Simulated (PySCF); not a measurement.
Stepwise substitution at one centre (Ga OH-NH2). Isolated molecules, 0 K electronic values unless said otherwise. One relaxed conformer stands for each flexible species; it need not be the lowest. Strings in code marks are SMILES.

These are PBE-D3(BJ)/def2-TZVP // B3LYP-D3(BJ)/def2-TZVP (PySCF) values and carry that method's errors. All candidates: neutral, multiplicity 1. Excitations are Tamm–Dancoff values on a coarser integration grid. The basis has no diffuse functions, so Rydberg states are missing or too high.

```yaml
LUMO: -0.73 eV
HOMO–LUMO gap: 4.56 eV
S1 excitation (TDA): 4.74 eV
```

**Question.** Identify which member has these values.
A. `[NH2][Ga]([OH])[OH]`
B. `[NH2][Ga]([NH2])[OH]`
C. `[OH][Ga]([OH])[OH]`
D. `[NH2][Ga]([NH2])[NH2]`

**Answer.** D, `[NH2][Ga]([NH2])[NH2]`. The others give `[NH2][Ga]([NH2])[OH]`: -1.06 eV, 4.51 eV, 4.70 eV; `[OH][Ga]([OH])[OH]`: -1.91 eV, 5.29 eV, 5.42 eV; `[NH2][Ga]([OH])[OH]`: -1.50 eV, 4.62 eV, 4.81 eV
